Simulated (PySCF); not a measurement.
SMILES C[Si](C)(C)/C=[CH]\[GeH3] (C5H14GeSi) (GFN2-xTB optimised geometry):

```
21

C      1.643    -0.214     0.000
Si    -0.268    -0.214     0.000
C     -0.951     1.568     0.000
C     -0.894    -1.121     1.557
C     -0.917    -1.175    -1.499
C     -0.858    -0.800    -2.774
Ge    -0.116     0.828    -3.532
H      2.034    -1.221     0.103
H      2.037     0.198    -0.924
H      2.037     0.378     0.821
H     -0.651     2.104    -0.897
H     -0.593     2.130     0.857
H     -2.037     1.571     0.036
H     -1.978    -1.159     1.587
H     -0.559    -0.623     2.461
H     -0.529    -2.143     1.593
H     -1.386    -2.130    -1.280
H     -1.280    -1.457    -3.531
H      0.404     0.520    -4.904
H      0.999     1.448    -2.756
H     -1.169     1.878    -3.713
```

Method: PBE0/def2-SVP in PySCF.

Question: What are the frontier orbital energies and the dipole moment?

Answer: HOMO-2 -8.41 eV, HOMO-1 -7.88 eV, HOMO -7.61 eV, LUMO -0.54 eV, LUMO+1 1.31 eV; dipole moment 0.67 D.

On the same geometry PBE/def2-SVP run with PySCF gives HOMO-2 -7.06 eV, HOMO-1 -6.58 eV, HOMO -6.44 eV, LUMO -1.46 eV, LUMO+1 0.49 eV; dipole moment 0.69 D.

Meta-Löwdin charges at PBE0/def2-SVP: C1 -0.55, Si2 0.86, C3 -0.55, C4 -0.55, C5 -0.32, C6 -0.27, Ge7 0.34, H8 0.11, H9 0.12, H10 0.11, H11 0.11, H12 0.11, H13 0.12, H14 0.11, H15 0.11, H16 0.11, H17 0.11, H18 0.11, H19 -0.07, H20 -0.07, H21 -0.07.
